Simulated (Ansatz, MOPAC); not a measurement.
The molecule CoO+, multiplicity 5 (lowest of 2S+1 = 1, 3, 5, 7 at PBE0/def2-TZVPP; our sources give no spin for the ground state, which may be another). No spin–orbit coupling. Co is treated without relativity.

Seven points along R, fitted to fifth degree in 1/R; most abundant isotopes. In def2 and cc sets the state is the lowest found near the PBE0 minimum, followed along R.

The state reached by PM6, PM7 isn't checked; PM7 holds dispersion and hydrogen-bond terms.

Run with Ansatz (Gaussian orbitals); MOPAC for PM6, PM7 (differences of heats of formation). 

```csv
level,r_e (Å),ω_e (cm⁻¹),ω_e x_e (cm⁻¹)
PM6,1.689,943,2.8
PM7,1.665,1008,2.7
SVWN5/def2-TZVPP,1.595,908,5.6
PBE/def2-TZVPP,1.625,841,5.8
B3LYP/def2-TZVPP,1.634,[?],7.6
PBE0/def2-TZVPP,1.625,767,7.2
BHLYP/def2-TZVPP,1.719,722,2.9
CAM-B3LYP/def2-TZVPP,[?],[?],6.6
```

Q: What belongs in the gaps?

A: 
- CAM-B3LYP/def2-TZVPP, r_e (Å): 1.626
- CAM-B3LYP/def2-TZVPP, ω_e (cm⁻¹): 762
- B3LYP/def2-TZVPP, ω_e (cm⁻¹): 772

Ansatz is a first-principles code.
